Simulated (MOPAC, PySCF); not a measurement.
CH$_{4}$F$_{2}$OSi, SMILES `O[SiH2]C(F)F` (H–O–Si–C torsion 51°, O–Si–C–F torsion -53°), neutral singlet in the gas phase. 

Cartesian coordinates (Å):
```xyz
9

O      1.3119     1.2927    -0.1894
Si     0.5025    -0.0624    -0.6245
C     -0.9457    -0.3772     0.5932
F     -0.4366    -0.3827     1.8709
F     -1.8734     0.6208     0.5374
H      1.6023     1.3673     0.7216
H      1.3457    -1.2862    -0.5691
H     -0.0297     0.1552    -1.9869
H     -1.4770    -1.3276     0.4558
```
Charge 0, spin multiplicity 1.

All levels are single points at this geometry (PBE0-D4/def2-TZVP); Pople sets use spherical d functions. Orbital energies aren't observables, and empty levels follow the basis.

```tsv
level	HOMO (eV)	LUMO (eV)	gap (eV)	dipole (D)	vertical IE, Delta-SCF (eV)
B3LYP-D3(BJ)/def2-TZVP in PySCF	-8.29	-0.43	7.86	1.59	10.77
PBE0-D4/def2-TZVP in PySCF	-8.48	-0.15	8.33	1.57	10.77
B3LYP/6-311+G** in PySCF	-8.44	-0.81	7.63	1.91	–
B3LYP/LANL2DZ in PySCF	-8.40	-0.07	8.33	2.47	–
M06-2X/6-31G* in PySCF	-9.61	1.17	10.78	1.62	–
PBE/6-31G* in PySCF	-6.42	-0.49	5.93	1.30	–
SVWN5/6-31G* in PySCF	-6.52	-0.73	5.80	1.36	9.98
HF/STO-3G in PySCF	-8.65	12.48	21.13	1.59	–
AM1 in MOPAC	-10.72	0.28	11.01	1.95	–
```
